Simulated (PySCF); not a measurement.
C₈H₈FP.
SMILES with atom numbers: `[F:1][c:2]1[cH:3][cH:4][cH:5][c:6]([CH:7]2[CH2:8][CH2:9]2)[p:10]1` (hydrogens: H11 on C3; H12 on C4; H13 on C5; H14 on C7; H15, H16 on C8; H17, H18 on C9)

Method: PySCF, PBE0-D3(BJ)/def2-SVP geometry optimisation, gas phase; density fitting, grid level 1; the optimiser is geomeTRIC in internal coordinates, started from a GFN2-xTB structure with every atom displaced at random (about 0.01 Å).

Step 0: E = -20403.9844 eV
```
atom  x, y, z in Å  |  force x, y, z in eV/Å
F1      2.7937    2.4698   -0.5897   -0.322  -0.373   0.127
C2      2.0925    1.3613   -0.2595   -0.085   1.244  -0.544
C3      2.8134    0.3310    0.2717    1.666   0.248   0.265
C4      2.2701   -0.8537    0.6556   -2.726  -0.809  -0.180
C5      0.8772   -1.0978    0.5072    1.043   0.609   0.035
C6     -0.0373   -0.1792   -0.0024    0.568  -0.333   0.215
C7     -1.4444   -0.5806   -0.0864   -0.933   0.530  -0.139
C8     -2.2827   -0.0966   -1.2460   -0.797  -0.470   1.595
C9     -2.5418    0.4533    0.1393    0.978  -0.562  -1.403
P10     0.3860    1.4174   -0.5585    0.116   0.484  -0.185
H11     3.8874    0.4736    0.4153    0.066   0.186  -0.105
H12     2.8630   -1.6344    1.0810    0.632  -0.543   0.312
H13     0.4722   -2.0457    0.8226   -0.069  -0.608   0.207
H14    -1.6730   -1.5754    0.2872    0.062  -0.267   0.051
H15    -1.8231    0.5260   -1.9695    0.682   0.837  -0.817
H16    -3.0199   -0.7722   -1.6569   -0.262  -0.356  -0.143
H17    -3.4261    0.1573    0.6505   -0.903  -0.419   0.529
H18    -2.2341    1.4671    0.3270    0.284   0.603   0.180
```

Step 1: E = -20404.1582 eV
```
atom  x, y, z in Å  |  force x, y, z in eV/Å
F1      2.8058    2.5262   -0.4606    0.117   0.129  -0.057
C2      2.1325    1.4079   -0.1921   -0.033  -0.195   0.062
C3      2.8674    0.3208    0.2560   -0.194  -0.032   0.015
C4      2.2503   -0.8850    0.5889    0.225  -0.031   0.020
C5      0.8770   -1.0947    0.4956   -0.077  -0.096   0.023
C6     -0.0406   -0.1407    0.0532   -0.027   0.099   0.033
C7     -1.4779   -0.5211   -0.0151    0.084  -0.185  -0.081
C8     -2.2968   -0.1773   -1.2359    0.032   0.409  -0.261
C9     -2.5939    0.4906    0.0600   -0.070  -0.027   0.281
P10     0.4093    1.4841   -0.4405   -0.094   0.071   0.001
H11     3.9479    0.4434    0.3480    0.077  -0.017   0.021
H12     2.8863   -1.7058    0.9415   -0.106   0.083  -0.034
H13     0.4832   -2.0773    0.7851    0.060   0.061  -0.014
H14    -1.6829   -1.5030    0.4256   -0.009   0.043   0.012
H15    -1.8005    0.4325   -2.0085   -0.065  -0.209   0.159
H16    -3.0001   -0.9152   -1.6243   -0.025  -0.095   0.000
H17    -3.4995    0.1993    0.6103    0.171   0.058  -0.090
H18    -2.2939    1.5366    0.2012   -0.066  -0.067  -0.089
```

Q: Estimate the geometry and energy of step 2. (The exact step hangs on the optimiser's Hessian estimate; all steps are aligned on step 1, rigid shifts and turns removed.)

A: E = -20404.1648 eV, largest force 0.167 eV/Å
```
atom  x, y, z in Å  |  force x, y, z in eV/Å
F1      2.8387    2.5173   -0.4615   -0.002   0.055  -0.001
C2      2.1411    1.4122   -0.1839    0.018  -0.085  -0.004
C3      2.8631    0.3188    0.2684    0.058  -0.010   0.024
C4      2.2478   -0.8873    0.5937   -0.029   0.093  -0.032
C5      0.8735   -1.0828    0.4844    0.029  -0.046   0.018
C6     -0.0348   -0.1187    0.0415   -0.038  -0.041   0.011
C7     -1.4663   -0.5160   -0.0321   -0.026  -0.034  -0.024
C8     -2.3155   -0.1810   -1.2376    0.022   0.147  -0.076
C9     -2.5907    0.4843    0.0652    0.000  -0.052   0.089
P10     0.4170    1.5115   -0.4351   -0.016  -0.022   0.004
H11     3.9462    0.4335    0.3665    0.003   0.010  -0.001
H12     2.8717   -1.7117    0.9479   -0.016   0.009  -0.001
H13     0.4740   -2.0635    0.7637    0.000   0.002  -0.008
H14    -1.6573   -1.4966    0.4156   -0.021   0.017   0.011
H15    -1.8367    0.4175   -2.0202    0.004  -0.037   0.011
H16    -3.0139   -0.9366   -1.6072    0.019  -0.025   0.023
H17    -3.4769    0.1856    0.6318    0.010   0.016  -0.005
H18    -2.3075    1.5347    0.1872   -0.012   0.003  -0.038
```

The energy changes by -0.0067 eV. The first-order estimate −F·Δx gives -0.0169 eV and the mean of the old and new forces, exact on a quadratic surface, -0.0071 eV. The step makes an angle of 79° with the force vector and moves no atom by more than 0.041 Å.

The cost below is that of the whole optimisation. The run took 2.1 min on one thread, Arm Neoverse V2 (aarch64), no GPU, shared host, and the process peaked at 0.87 GiB of memory.
